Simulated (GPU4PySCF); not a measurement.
C12H10O2S, SMILES c1c(S(=O)(=O)c2ccccc2)cccc1.

Coordinates come from a PBE0-D3(BJ)/def2-TZVP optimisation. Other conformers were not sampled.

Two levels are set side by side: TDDFT-PBE/def2-SVPD (GPU4PySCF) and TDDFT-B3LYP/def2-SVPD (GPU4PySCF). Vertical, same geometry. The lowest singlet is HOMO→LUMO 72 %, HOMO−3→LUMO 26 % with PBE and HOMO−1→LUMO 70 %, HOMO→LUMO+1 25 % with the other functional; states are paired by order. Differences are taken from unrounded values.

```csv
quantity,TDDFT-PBE
lowest singlet excitation (eV),4.41
lowest triplet excitation (TDA) (eV),3.79
first bright state (f over 0.05) (eV),4.80
its oscillator strength,0.18
```

Task: These are the TDDFT-PBE values. What does TDDFT-B3LYP give? (The exact figures need the calculation; the answer reports its results.)

Result: 
| quantity | TDDFT-B3LYP | TDDFT-PBE minus TDDFT-B3LYP |
|---|---|---|
| lowest singlet excitation (eV) | 5.04 | -0.63 |
| lowest triplet excitation (TDA) (eV) | 3.93 | -0.14 |
| first bright state (f over 0.05) (eV) | 5.13 | -0.33 |
| its oscillator strength | 0.18 | 0.00 |

A lower first singlet is the usual sign of a functional without exact exchange. Differences between two approximate levels are no errors against the true value.
